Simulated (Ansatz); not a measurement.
`O[SiH]1CS1` and `C[SiH]1CS1` differ in one atom or group.

Ansatz, PBE0-D4/def2-TZVP geometries, multiplicity 1. Each molecule was computed in one conformer, which needn't be the lowest.

```
                                                                                  property  `O[SiH]1CS1`
                                            size of the dipole moment (PBE/def2-TZVPP) / D          1.44
ideal-gas entropy at 298 K and 1 bar (rigid rotor, harmonic PBE0-D4/def2-TZVP) / J/(mol·K)           305
                                                      HOMO–LUMO gap (PBE0/def2-TZVPP) / eV          7.26
                                                        HOMO energy (PBE0/def2-TZVPP) / eV         -7.09
                                                         HOMO energy (PBE/def2-TZVPP) / eV         -5.88
                                          size of the dipole moment (B3LYP/def2-TZVPP) / D          1.45
```

(1) Give the same properties after the change, and the shifts. (An estimate is asked.)

## Answers

(1) Ansatz gave: 
```
                                                                                  property  `C[SiH]1CS1`  shift
                                            size of the dipole moment (PBE/def2-TZVPP) / D          2.25   0.81
ideal-gas entropy at 298 K and 1 bar (rigid rotor, harmonic PBE0-D4/def2-TZVP) / J/(mol·K)           316     11
                                                      HOMO–LUMO gap (PBE0/def2-TZVPP) / eV          6.98  -0.28
                                                        HOMO energy (PBE0/def2-TZVPP) / eV         -6.77   0.32
                                                         HOMO energy (PBE/def2-TZVPP) / eV         -5.57   0.31
                                          size of the dipole moment (B3LYP/def2-TZVPP) / D          2.36   0.91
```

The zero-point energy changes by 58.5 kJ/mol with +6 modes. Dipoles are sizes alone; their direction can turn.

B3LYP here is the variant with VWN-RPA as its local correlation; programs differ in this.
